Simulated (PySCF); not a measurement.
Stationary points of TaN(OH)₂

These are results of PBE0 in PySCF with Ta def2-TZVP with ECP60, N def2-TZVP, O def2-TZVP, H def2-TZVP; scalar-relativistic core potentials, no spin–orbit coupling; density-fitted integrals, not measurements.

Relaxations began from a few typed shapes. The search is not exhaustive: other isomers or separated fragments can lie lower, and high-lying points may rest on an excited occupation.

Task: Order these stationary points by electronic energy, lowest first, in kJ/mol from the lowest minimum.
A. singlet C1: O–H 0.959 Å, O–H 0.961 Å, Ta–N 1.695 Å, Ta–O 1.922 Å, Ta–O 1.939 Å; H–O–Ta 119.2°, H–O–Ta 121.3°, N–Ta–O 103.6°, N–Ta–O 106.4°, O–Ta–O 111.8°
B. singlet Cs: O–H 0.958 Å (×2), Ta–N 1.688 Å, Ta–O 1.942 Å, Ta–O 1.961 Å; H–O–Ta 126.7°, H–O–Ta 134.0°, N–Ta–O 109.7°, N–Ta–O 111.2°, O–Ta–O 139.1°
C. singlet Cs: O–H 0.959 Å (×2), Ta–N 1.698 Å, Ta–O 1.923 Å (×2); H–O–Ta 121.1° (×2), N–Ta–O 105.7° (×2), O–Ta–O 110.9°
D. singlet C2v: O–H 0.958 Å (×2), Ta–N 1.688 Å, Ta–O 1.949 Å (×2); H–O–Ta 128.1° (×2), N–Ta–O 112.3° (×2), O–Ta–O 135.3°

Result: C (0.0), A (25.2), D (31.6), B (51.4).

Task: Which of them are minima?

Result: By energy in kJ/mol, 0.0: minimum; 25.2: minimum; 31.6: saddle point, 1 imaginary mode; 51.4: saddle point, 1 imaginary mode.

For the lowest minimum: spin–orbit coupling, left out here, can matter for elements this heavy.
